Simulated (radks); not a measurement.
Results of a calculation; reference values are marked as such.
Effect of the nuclear size on neutral terbium, [Xe] 4f9 6s2. Level of theory: Dirac Kohn-Sham, relativistic LDA (MacDonald-Vosko exchange, VWN5 correlation), spin-unpolarised, spherical densities, finite nucleus; open shells are shared between the two j in proportion to 2j + 1; Fermi nuclear charge, rms radius 5.06 fm (a radial shooting solver on a logarithmic mesh with Libxc functionals). The rms radius is varied about that value; shifts are against it.

\begin{tabular}{lrrrrrrrrr}
rms radius (fm) & total energy shift (eV) & density at nucleus (e/bohr^3) & 1s1/2 shift (meV) & 2s1/2 shift (meV) & 5s1/2 shift (meV) & 5p1/2 shift (meV) & 6s1/2 shift (meV) & 4f7/2 shift (meV) & 6p1/2 (empty) shift (meV) \\ \hline
4.4022 & -5.40 & 7.029e+05 & -2210 & -287 & -2.16 & 0.265 & -0.091 & 0.428 & 0.083 \\
4.7969 & -2.23 & 6.872e+05 & -911 & -119 & -0.891 & 0.109 & -0.038 & 0.176 & 0.034 \\
5.06 & 0 & 6.776e+05 & 0.000 & 0.000 & 0.000 & 0.000 & 0.000 & 0.000 & 0.000 \\
5.4901 & 3.83 & 6.633e+05 & 1570 & 204 & 1.53 & -0.187 & 0.065 & -0.303 & -0.059 \\
6.0315 & 8.98 & 6.47e+05 & 3670 & 477 & 3.59 & -0.439 & 0.151 & -0.711 & -0.138 \\
\end{tabular}

Slopes of the eigenvalues against <r^2> in GHz/fm^2, as finite differences over the two radii next to the reference (eigenvalue slopes, not the field-shift constants of lines): 1s1/2 84000, 2s1/2 10900, 5s1/2 82.1, 5p1/2 -10.1, 6s1/2 3.46, 4f7/2 -16.3, 6p1/2 (empty) -3.17.
